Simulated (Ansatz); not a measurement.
`FC([SiH3])B[SiH3]` and `FC([SiH3])CBr` differ in one atom or group.

Ansatz, PBE0-D4/def2-TZVP geometries, multiplicity 1. Each molecule was computed in one conformer, which needn't be the lowest.

Scalar relativity is left out up to krypton. Spin–orbit coupling is left out; it splits and shifts lone-pair levels of the heavy atoms by tenths of an eV.

| property | `FC([SiH3])B[SiH3]` |
| --- | --- |
| LUMO energy (B3LYP/def2-TZVPP) / eV | -2.03 |
| LUMO energy (PBE/def2-TZVPP) / eV | -2.77 |
| LUMO energy (PBE0/def2-TZVPP) / eV | -1.88 |
| HOMO energy (ωB97M-V/def2-TZVPP) / eV | -10.48 |
| HOMO–LUMO gap (B3LYP/def2-TZVPP) / eV | 6.02 |
| HOMO energy (PBE0/def2-TZVPP) / eV | -8.27 |

(1) Give the same properties after the change, and the shifts. (Estimate.)

## Answers

(1) The calculation gave: 
| property | `FC([SiH3])CBr` | shift |
| --- | --- | --- |
| LUMO energy (B3LYP/def2-TZVPP) / eV | -0.66 | 1.37 |
| LUMO energy (PBE/def2-TZVPP) / eV | -1.39 | 1.38 |
| LUMO energy (PBE0/def2-TZVPP) / eV | -0.41 | 1.47 |
| HOMO energy (ωB97M-V/def2-TZVPP) / eV | -10.27 | 0.21 |
| HOMO–LUMO gap (B3LYP/def2-TZVPP) / eV | 7.10 | 1.08 |
| HOMO energy (PBE0/def2-TZVPP) / eV | -8.02 | 0.25 |

With PBE0 the HOMO rises by 0.25 eV and the LUMO rises by 1.47 eV, so the gap widens by about 1.22 eV. PBE moves the HOMO by 0.22 eV and ωB97M-V by 0.21 eV.

B3LYP here is the variant with VWN-RPA as its local correlation; programs differ in this.
